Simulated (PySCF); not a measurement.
# How the method moves the HOMO and LUMO of `FC1C[Se]C1`

Species: C₃H₅FSe.
Geometry (PBE0-D3(BJ)/def2-SVP, Å), atoms numbered from 1 in this order:
```
atom  x, y, z in Å
F1     0.028   -1.462   -1.294
C2     0.016   -0.208   -0.745
C3     1.174    0.076    0.201
Se4    0.000    1.276    1.244
C5    -1.149    0.055    0.197
H6     0.011    0.530   -1.564
H7     2.076    0.530   -0.227
H8     1.431   -0.810    0.800
H9    -1.393   -0.835    0.795
H10   -2.058    0.494   -0.235
```

Basis pcSseg-2 throughout (PySCF), one geometry. One conformer (not necessarily the lowest) at the PBE0-D3(BJ)/def2-SVP geometry, without solvent, vibrations or thermal averaging. The calculation is non-relativistic, for selenium too.

Problem. How do the orbital energies, the gap and the dipole change with the method?

Solution. 
```json
{"method": "BLYP", "kind": "GGA", "HOMO (eV)": "-5.16", "LUMO (eV)": "-1.46", "gap (eV)": "3.70", "μ (D)": "0.38", "SCF cycles": "13"}
{"method": "B97-D", "kind": "GGA", "HOMO (eV)": "-5.28", "LUMO (eV)": "-1.49", "gap (eV)": "3.79", "μ (D)": "0.34", "SCF cycles": "13"}
{"method": "PBE", "kind": "GGA", "HOMO (eV)": "-5.31", "LUMO (eV)": "-1.56", "gap (eV)": "3.75", "μ (D)": "0.34", "SCF cycles": "13"}
{"method": "OPBE", "kind": "GGA", "HOMO (eV)": "-5.31", "LUMO (eV)": "-1.44", "gap (eV)": "3.87", "μ (D)": "0.31", "SCF cycles": "13"}
{"method": "KT2", "kind": "GGA", "HOMO (eV)": "-5.38", "LUMO (eV)": "-1.64", "gap (eV)": "3.74", "μ (D)": "0.34", "SCF cycles": "13"}
{"method": "KT3", "kind": "GGA", "HOMO (eV)": "-5.38", "LUMO (eV)": "-1.61", "gap (eV)": "3.77", "μ (D)": "0.35", "SCF cycles": "13"}
{"method": "BP86", "kind": "GGA", "HOMO (eV)": "-5.41", "LUMO (eV)": "-1.63", "gap (eV)": "3.78", "μ (D)": "0.34", "SCF cycles": "13"}
{"method": "LDA", "kind": "LDA", "HOMO (eV)": "-5.44", "LUMO (eV)": "-1.75", "gap (eV)": "3.69", "μ (D)": "0.36", "SCF cycles": "13"}
{"method": "B97-2", "kind": "global hybrid", "HOMO (eV)": "-6.22", "LUMO (eV)": "-0.68", "gap (eV)": "5.54", "μ (D)": "0.37", "SCF cycles": "11"}
{"method": "B3LYP", "kind": "global hybrid", "HOMO (eV)": "-6.25", "LUMO (eV)": "-0.90", "gap (eV)": "5.35", "μ (D)": "0.41", "SCF cycles": "12"}
{"method": "PBE0", "kind": "global hybrid", "HOMO (eV)": "-6.47", "LUMO (eV)": "-0.65", "gap (eV)": "5.83", "μ (D)": "0.38", "SCF cycles": "11"}
{"method": "mPW1PW91", "kind": "global hybrid", "HOMO (eV)": "-6.49", "LUMO (eV)": "-0.66", "gap (eV)": "5.84", "μ (D)": "0.38", "SCF cycles": "12"}
{"method": "BHandHLYP", "kind": "global hybrid", "HOMO (eV)": "-7.50", "LUMO (eV)": "0.26", "gap (eV)": "7.76", "μ (D)": "0.44", "SCF cycles": "11"}
{"method": "CAM-B3LYP", "kind": "range-separated hybrid", "HOMO (eV)": "-7.79", "LUMO (eV)": "0.37", "gap (eV)": "8.16", "μ (D)": "0.44", "SCF cycles": "12"}
{"method": "wB97X-D", "kind": "range-separated hybrid", "HOMO (eV)": "-8.29", "LUMO (eV)": "1.15", "gap (eV)": "9.43", "μ (D)": "0.40", "SCF cycles": "12"}
{"method": "HF", "kind": "Hartree–Fock", "HOMO (eV)": "-9.07", "LUMO (eV)": "2.45", "gap (eV)": "11.53", "μ (D)": "0.42", "SCF cycles": "11"}
{"method": "LC-wPBE", "kind": "range-separated hybrid", "HOMO (eV)": "-9.15", "LUMO (eV)": "1.56", "gap (eV)": "10.71", "μ (D)": "0.42", "SCF cycles": "12"}
```

The HOMO spans 3.99 eV, from BLYP down to LC-wPBE, and the gap runs from 3.69 eV (LDA) to 11.53 eV (HF). Over the methods BLYP (0 %), B97-D (0 %), PBE (0 %), OPBE (0 %), KT2 (0 %), KT3 (0 %), BP86 (0 %), LDA (0 %), B97-2 (21 %), B3LYP (20 %), PBE0 (25 %), mPW1PW91 (25 %), BHandHLYP (50 %), HF (100 %), a straight line through the gap against the share of exact exchange rises by 0.78 eV for each 10 % (correlation coefficient 0.999). The dipole ranges from 0.31 D (OPBE) to 0.44 D (BHandHLYP). This basis has no diffuse functions.

The vertical ΔSCF ionisation energy at wB97X-D/def2-SVPD is 8.74 eV; −ε(HOMO) comes closest to it with HF (9.07 eV).
